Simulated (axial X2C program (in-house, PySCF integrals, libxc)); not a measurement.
## Spin–orbit effects along a row: molecules with Sn, HF

All values come from calculations with an in-house relativistic program for diatomic molecules, spin-free (one-electron X2C) or two-component (2c: spin–orbit coupling with atomic mean-field Coulomb and Gaunt terms, which also bring small scalar terms), in Dyall basis sets with cores contracted in-house; open shells are unrestricted.

Basis sets: Al dyall-v3z, Cl dyall-av3z, Mg dyall-cv3z, Na dyall-cv3z, P dyall-v3z, Sn dyall-cv3z.

```
molecule   spin-free state  Re (Å)  ωe (cm⁻¹)  De (eV)  2c state  Re 2c (Å)  ωe 2c (cm⁻¹)  De 2c (eV)
    NaSn  M_S = 3/2, Λ = 0   2.959      182.7     0.81   Ω = 3/2      2.963         182.0         n/a
    MgSn                 ?       ?          ?        ?         ?          ?             ?           ?
    AlSn  M_S = 3/2, Λ = 0   2.736      237.2     1.36   Ω = 3/2      2.738         237.1         n/a
     SnP  M_S = 1/2, Λ = 1   2.463      298.0     0.82   Ω = 3/2      2.472         296.1         n/a
    SnCl  M_S = 1/2, Λ = 1   2.389      343.3     2.56   Ω = 1/2      2.393         340.7         n/a
```

Estimate the 2c Re and ωe of MgSn as the mean of its neighbours in the table.

Re ≈ 2.851 Å, ωe ≈ 209.6 cm⁻¹. The HF runs give the row below, so the estimate misses by -0.004 Å and 9.6 cm⁻¹.

```csv
molecule,spin-free state,Re (Å),ωe (cm⁻¹),De (eV),2c state,Re 2c (Å),ωe 2c (cm⁻¹),De 2c (eV)
MgSn,"M_S = 1, Λ = 0",2.847,203.0,0.53,Ω = 1,2.855,200.0,n/a
```

Each entry is the lowest single determinant of a limited PBE0 search at one distance. De goes to single-determinant-based atoms at the same level (for ions the charge split of lowest energy) and is withheld (n/a) where an atom does not fit its ground term or J level. Main or longest-lived isotopes. One determinant is a doubtful description, or other states lie close, for NaSn, MgSn, AlSn, SnP; these need not be ground states, and all values refer to the states named. Some open-shell Ω = 0 determinants are out of reach, so the Ω given for MgSn need not be the lowest component. With several unpaired electrons the Ω given is that of one determinant, not necessarily of the lowest component.
